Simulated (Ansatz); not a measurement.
Reaction (ligand exchange at the In–C bond): `F[C](=[Se])[InH2]` + `C=N` → `C=[N][InH2]` + `FC=[Se]`

Calculated with Ansatz (gas phase, PBE0-D4/def2-TZVP geometries, no zero-point term in ΔE). CCSD(T)/CBS is the MP2 limit (def2-TZVPP, def2-QZVPP) plus CCSD(T) − MP2 in def2-TZVPP, frozen cores. This one scheme is used for every species. Functionals use def2-TZVPP. def2 core potentials past Kr. For In, Se outer-core shells are correlated without core-valence functions, which leaves a few kJ/mol of doubt a bond. Scalar relativity is left out up to krypton.

(1) Is it downhill or uphill in electronic energy at CCSD(T)/CBS, and by how much? (An estimate is asked.)

(2) What do these levels give: revPBE-D4, BLYP-D4, ωB97X-V, ωB97M-V, HF/def2-QZVPP, MP2/def2-QZVPP? (Best estimate.)

Largest T1 diagnostic among the species: 0.018.

Results:

(1) Ansatz gave: Uphill: ΔE = +15.9 kJ/mol.

(2) Computed: revPBE-D4 12.2, BLYP-D4 8.5, ωB97X-V 10.4, ωB97M-V 13.5, HF/def2-QZVPP 2.4, MP2/def2-QZVPP 10.6 kJ/mol.

Leaving LDA and LC-ωPBE aside and taking each functional with its dispersion term where it has one, the values, not all of them listed here, spread over 9.6 kJ/mol, from CAM-B3LYP-D4 to PBE-D4. LDA lies +6.3 kJ/mol from PBE without D4. In def2-TZVPP, CCSD(T) changes the Hartree–Fock value by +10.7 kJ/mol (the triples alone add +2.4 kJ/mol) and MP2 by +6.6 kJ/mol.
